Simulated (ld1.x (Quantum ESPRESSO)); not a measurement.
**An all-electron radial function and its pseudo partner (terbium (Tb))**

Columns: radius, all-electron u(r) and pseudo u(r) of the 5s shell (level -51.27 eV) of terbium in the configuration [Kr] 4d10 4f8 5s2 5p6 5d1 6s2 6p0; revPBE, scalar-relativistic, PAW scheme, ld1.x (Quantum ESPRESSO) 7.5.

```
r (bohr)  all-electron  pseudo
   0.120        0.1392  0.2751
   0.240        0.1759  0.5358
   0.360       -0.4439  0.7689
   0.480       -0.5114  0.9636
   0.600       -0.1520  1.1121
   0.720        0.3003  1.2103
   0.840        0.6681  1.2579
   0.960        0.9025  1.2582
   1.080        1.0153  1.2176
   1.200        1.0357  1.1447
   1.320        0.9944  1.0492
   1.440        0.9161  0.9410
   1.560        0.8195  0.8287
   1.680        0.7173  0.7195
   1.800        0.6174  0.6175
   1.920        0.5246  0.5246
   2.040        0.4412  0.4412
   2.160        0.3680  0.3680
   2.280        0.3049  0.3049
   2.400        0.2513  0.2513
   2.520        0.2062  0.2062
   2.640        0.1687  0.1687
   2.760        0.1375  0.1375
   2.880        0.1119  0.1119
   3.000        0.0908  0.0908
   3.120        0.0735  0.0735
```

How many radial nodes do the two functions have?

The all-electron 5s function has n − l − 1 = 4 (the table is too coarse to show those close to the nucleus); the pseudo-wave has 0, since the states of the same l below it are removed with the core.

At about which radius was the pseudo-wave matched?

1.85 bohr, where the columns begin to agree (steps of 0.12 bohr).

Where does each function peak?

Outermost all-electron maximum near 1.20 bohr, pseudo maximum near 0.96 bohr (to the table’s step).

Is the pseudo-wave norm-conserving?

No, it belongs to a PAW set: the norm inside the radius is not constrained, and the difference is carried by the augmentation charge.
